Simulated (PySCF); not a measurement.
**Electron correlation in S³⁺ (sulfur, charge +3)**

[Ne] 3s2 3p1, 2P determinant. Calculation: PySCF 2.14, in dyall-av2z (13s9p2d, 50 functions); no relativity, point nucleus. Frozen: [Ne]; 3 electrons correlated; the 16 highest virtual orbitals of each spin left out.

MP2 pair energies summed by pair of shells (mhartree):

```csv
pair,energy,share (%)
3s-3s,-25.02,57.9
3s-3p,-18.21,42.1
```

Total MP2 correlation energy: -43.23 mhartree.

Same-spin part -2.64 and opposite-spin part -40.59 mhartree; SCS-MP2 scales them by 1/3 and 6/5 to -49.59 mhartree.
